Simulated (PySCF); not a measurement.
A structure optimised at PBE-D3(BJ)/def2-SVP, used in a PySCF frequency run:

```xyz
11

Si    -1.3629    -0.9411    -0.9144
N     -2.2620    -0.7800     0.5655
S      0.1995     0.5418    -1.2460
Ge     1.1065     0.4074     0.8050
H     -2.2639    -0.7618    -2.1006
H     -0.7761    -2.3228    -0.8650
H     -2.7248     0.1031     0.7952
H     -1.9023    -1.2311     1.4098
H      2.5432     0.9721     0.6853
H      1.1443    -1.0756     1.2679
H      0.2926     1.2435     1.8280
```

Q: Write its SMILES and formula.

A: N[SiH2][S][GeH3], GeH7NSSi

Q: What are its rotational constants (standard atomic weights)?

A: 4.2174, 1.4974, 1.1867 GHz
